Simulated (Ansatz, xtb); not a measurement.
ClFH6Si3: which of two conformers lies lower

Structure X: `F[Si@H](Cl)[SiH2][SiH3]`, a singlet. Structure Y: `F[Si@H](Cl)[SiH2][SiH3]`, a singlet. Both are isolated molecules in the gas phase, relaxed with PBE0-D3(BJ)/pcseg-1.

X (Å):

```xyz
11

Cl    1.9201   -2.6888    3.0022
F     2.6452   -1.9210    0.2103
Si    2.3868   -1.1990    1.6511
Si    0.5695    0.2531    1.4531
Si   -1.3218   -0.9484    0.7655
H     3.6829   -0.6120    2.0800
H     0.3574    0.8800    2.7927
H     0.9256    1.3220    0.4712
H    -1.0553   -1.5680   -0.5646
H    -1.6178   -2.0168    1.7628
H    -2.4935   -0.0301    0.6584
```

Y (Å):

```xyz
11

Cl    1.4719   -0.8622    2.3156
F     1.9785    0.7603   -0.1399
Si    0.7127    0.2592    0.7607
Si   -0.7142   -1.0087   -0.5854
Si   -1.1999    0.1831   -2.5453
H     0.0994    1.4748    1.3572
H    -0.0500   -2.3100   -0.8909
H    -1.9542   -1.2645    0.2084
H     0.0501    0.3682   -3.3371
H    -2.2051   -0.5541   -3.3658
H    -1.7521    1.5222   -2.1829
```

Estimate which is lower in electronic energy at CCSD(T)/def2-SVP + ΔMP2/def2-TZVPP, and by roughly how much.

Too close to call at this level: CCSD(T)/def2-SVP + ΔMP2/def2-TZVPP gives E(Y) − E(X) = +0.42 kcal/mol.

Level by level:

```tsv
level	geometry	E(Y) − E(X) (kcal/mol)	departure from the last row (kcal/mol)	job, with rough time for the two
PBE0-D3(BJ)/pcseg-1	PBE0-D3(BJ)/pcseg-1	+0.35	−0.07	optimisation, 52 s
HF/def2-SVP	PBE0-D3(BJ)/pcseg-1	+0.57	+0.15	part of the CCSD(T) run
MP2/def2-SVP	PBE0-D3(BJ)/pcseg-1	+0.72	+0.30	part of the CCSD(T) run
CCSD(T)/def2-SVP	PBE0-D3(BJ)/pcseg-1	+0.68	+0.26	single point
CCSD(T)/def2-SVP + ΔMP2/def2-TZVPP	PBE0-D3(BJ)/pcseg-1	+0.42		single point, 22 s
```

The largest departure from CCSD(T)/def2-SVP + ΔMP2/def2-TZVPP is that of MP2/def2-SVP, 0.30 kcal/mol. Levels run at GFN2-xTB geometries aren't shown. The last row adds to CCSD(T) the change of the MP2 difference between the two basis sets, here −0.26 kcal/mol.

With harmonic frequencies from PBE0-D3(BJ)/pcseg-1 (ideal gas, rigid rotor, one conformer each, 298.15 K, 1 atm): on the last row, ΔE + ΔZPE = +0.40 kcal/mol. A mode under 50 cm⁻¹ makes harmonic enthalpies and free energies unreliable, so none is given.

The correlated steps freeze 21 core orbitals. Codes used: Ansatz 0.2.0; the last row on 2 threads of Intel(R) Xeon(R) 6975P-C (Granite Rapids) on a shared host.
